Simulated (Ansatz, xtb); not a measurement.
C2H3Ge+: which of two structures lies lower

We compare I, a singlet given by its coordinates, with II, `C#[C][GeH2+]`, a singlet. Both are isolated ions in the gas phase, relaxed with BLYP-D3(BJ)/def2-SVP.

I (Å):

```csv
atom,x (Å),y (Å),z (Å)
C,-0.5792,-0.2091,-0.7726
C,-1.1868,0.5434,0.1938
Ge,-2.8180,-0.4562,0.3853
H,-0.7358,1.4439,0.6374
H,0.4178,0.0097,-1.2017
H,-1.0495,-1.1231,-1.2153
```

Close contacts (Å): C1–C2 1.37, C1–Ge3 2.53, C2–Ge3 1.92, C1–H5 1.11, C1–H6 1.12, C2–H4 1.10.

II (Å):

```tsv
atom	x (Å)	y (Å)	z (Å)
C	0.6996	-1.0058	1.0225
C	0.5909	-1.2489	2.2281
Ge	0.8583	-0.6461	-0.7731
H	0.4949	-1.4641	3.2907
H	2.2123	-0.9065	-1.4535
H	-0.3703	-0.1010	-1.5200
```

Task: Which of the two would you expect CCSD(T)/def2-TZVPP electronic energies to favour?

Result: Structure I; the calculation gives E(II) − E(I) = +1.360 eV.

The same difference at several levels:

| level | geometry | E(II) − E(I) (eV) | departure from the last row (eV) | job, with rough time for the two |
| --- | --- | --- | --- | --- |
| GFN2-xTB | GFN2-xTB | +1.874 | +0.514 | optimisation, 0.23 s |
| HF/STO-3G | GFN2-xTB | +0.833 | −0.527 | single point, 0.55 s |
| r2SCAN-D4/def2-SVP | GFN2-xTB | +1.436 | +0.076 | single point, 5.3 s |
| BLYP-D3(BJ)/def2-SVP | BLYP-D3(BJ)/def2-SVP | +1.641 | +0.281 | optimisation, 36 s |
| HF/def2-TZVPP | BLYP-D3(BJ)/def2-SVP | +1.469 | +0.109 | part of the CCSD(T) run |
| MP2/def2-TZVPP | BLYP-D3(BJ)/def2-SVP | +1.232 | −0.128 | part of the CCSD(T) run |
| CCSD(T)/def2-TZVPP | BLYP-D3(BJ)/def2-SVP | +1.360 |  | single point, 2.6 min |

None of the levels shown reverses the order. The largest departure from CCSD(T)/def2-TZVPP is that of HF/STO-3G, 0.527 eV.

With harmonic frequencies from BLYP-D3(BJ)/def2-SVP (ideal gas, rigid rotor, one conformer each, 298.15 K, 1 atm): on the last row, ΔE + ΔZPE = +1.182, ΔH = +1.194, ΔG = +1.216 eV.

The correlated steps freeze 11 core orbitals; the filled d shell of Ge is correlated, in a basis made for valence electrons. Programs: Ansatz 0.2.0, xtb 6.7.1; the last row on 1 thread of Arm Neoverse N1 on a shared host.
